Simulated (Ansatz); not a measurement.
System: ZnF, charge 0, multiplicity 2. The spin state was set by rule; other spins were not relaxed. 
Coordinates optimised at B3LYP-D3(BJ)/def2-TZVP (Ansatz, a quantum-chemistry and plane-wave program):
```
Zn
F 1 1.8032
```
Charge 0, spin multiplicity 2.

Dipole moments at this geometry, in debye (magnitudes).

| level | program | dipole (D) |
|---|---|---|
| SVWN5/def2-TZVPD | Ansatz | 2.96 |
| PBE/def2-TZVPD | Ansatz | 2.89 |
| BLYP/def2-TZVPD | Ansatz | 2.94 |
| r2SCAN/def2-TZVPD | Ansatz | 3.01 |
| B97M-V/def2-TZVPD | Ansatz | 3.09 |
| B3LYP/def2-TZVPD | Ansatz | (withheld) |
| BHLYP/def2-TZVPD | Ansatz | 3.46 |
| r2SCANh/def2-TZVPD | Ansatz | 3.12 |
| HSE06/def2-TZVPD | Ansatz | 3.17 |
| CAM-B3LYP/def2-TZVPD | Ansatz | 3.28 |
| LC-wPBE/def2-TZVPD | Ansatz | 3.17 |
| wB97M-V/def2-TZVPD | Ansatz | 3.15 |
| wB97X-V/def2-TZVPD | Ansatz | 3.21 |
| CCSD(T)/def2-SVPD | Ansatz | (withheld) |

What belongs in the gaps?


- B3LYP/def2-TZVPD, dipole (D): 3.19
- CCSD(T)/def2-SVPD, dipole (D): 3.31
